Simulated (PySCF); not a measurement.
# Two-component Hartree-Fock for Ir³⁷⁺ (iridium, charge +37)

Start: [Kr] 4d4; 4d3/2 filled at m_j = -3/2, -1/2, +1/2, +3/2. Calculated with PySCF 2.14 in an even-tempered Gaussian basis (17 s from 4.1 bohr⁻², ratio 2.8; 14 p from 5.4 bohr⁻², ratio 2.8; 9 d from 5.4 bohr⁻², ratio 2.8; 3 f from 21 bohr⁻², ratio 3): generalised Hartree-Fock with the X2C-1e Hamiltonian and a Gaussian nucleus; one run each with spin-orbit coupling (SO) switched off, then screened by Boettger's factors.

```csv
spinor shell,electrons,"ε, spin-free (eV)","ε, screened SO (eV)",weight of nominal j (screened SO),"rms radius, screened SO (bohr)"
1s1/2,2,-78122.0,-78092.7,1.000,0.0197
2s1/2,2,-15128.7,-15118.1,1.000,0.0796
2p1/2,2,-13360.7,-14530.6,1.000,0.0675
3s1/2,2,-4788.5,-4784.1,1.000,0.201
3p1/2,2,-4260.0,-4523.6,1.000,0.193
3p3/2,4,-4260.0,-4150.3,1.000,0.208
3d3/2,4,-3679.1,-3728.5,1.000,0.182
3d5/2,6,-3679.1,-3641.3,1.000,0.186
4s1/2,2,-2089.2,-2087.3,1.000,0.420
4p1/2,2,-1888.4,-1980.2,1.000,0.421
4p3/2,4,-1888.4,-1848.8,1.000,0.450
4d3/2,4,-1677.5,-1685.6,1.000,0.433
```

Where does 2p3/2 lie, and what is the 2p spin-orbit splitting (screened SO)?

At -12891.7 eV, 1638.9 eV above 2p1/2.

| quantity | spin-free | screened SO |
| --- | --- | --- |
| E (hartree) | -17003.88896 | -17030.54219 |
| M_J | 0 | 0 |
| ⟨J²⟩ | 4.001 | 0.000 |
| ⟨L²⟩ | 6.001 | 2.499 |
| ⟨S²⟩ | 6.000 | 2.499 |

Breit and QED terms are absent; they matter most for the inner s and p1/2 levels.

Densities and radii are taken from the X2C orbitals without a picture-change correction, which distorts them close to the nucleus.

Without spin-orbit coupling the j labels of p, d and f shells carry no meaning; the spin-free column gives the mean over the occupied spinors of each nl shell, and its ⟨J²⟩ belongs to a mixture of degenerate components.
